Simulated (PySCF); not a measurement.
C3H7AlSn.
Atom-mapped SMILES: `[CH3:1][SnH2:2][C:3]#[C:4][AlH2:5]` (hydrogens: H6, H7, H8 on C1; H9, H10 on Sn2; H11, H12 on Al5)

Computed with PBE0-D3(BJ)/def2-SVP geometry optimisation, gas phase, def2 core potentials past Kr in PySCF.

**Question.** List the bond lengths and angles at this level.

**Answer.** 
```tsv
bond	length (Å)	order
C1–Sn2	2.144	single
Sn2–C3	2.104	single
C3≡C4	1.231	triple
C4–Al5	1.912	single
C1–H6, C1–H7, C1–H8	1.099	single
Sn2–H9, Sn2–H10	1.712	single
Al5–H11, Al5–H12	1.585	single
```

Bonds in one row agree within 0.01 Å and their mean is given. Orders are formal, as drawn. A selection of angles:
```tsv
angle	degrees
Sn2–C1–H6	109.5
H6–C1–H7	109.1
C1–Sn2–C3	107.1
C1–Sn2–H9	111.9
C3–Sn2–H9	107.6
H9–Sn2–H10	110.6
Sn2–C3–C4	177.5
C3–C4–Al5	179.8
C4–Al5–H11	119.2
H11–Al5–H12	121.8
```

The 2 C–Sn bonds span 2.104 Å (Sn2–C3, drawn single) to 2.144 Å (C1–Sn2, drawn single), a spread of 0.040 Å. The 5 heavy atoms lie in one plane (0.001 Å rms). Al5 (aluminium bonded to C and 2 H) is planar (angles 121.8°, 119.2° and 119.0°, sum 360.0°, 0.00 Å off the plane of its three neighbours). Sn2 (tin bonded to 2 C and 2 H) is tetrahedral (angles from 107.1° to 111.9°).

Point group: near Cs, missed by 0.37 Å at most; the miss may be what the optimiser left on a soft mode. Whether it is a minimum is left open (no frequencies).
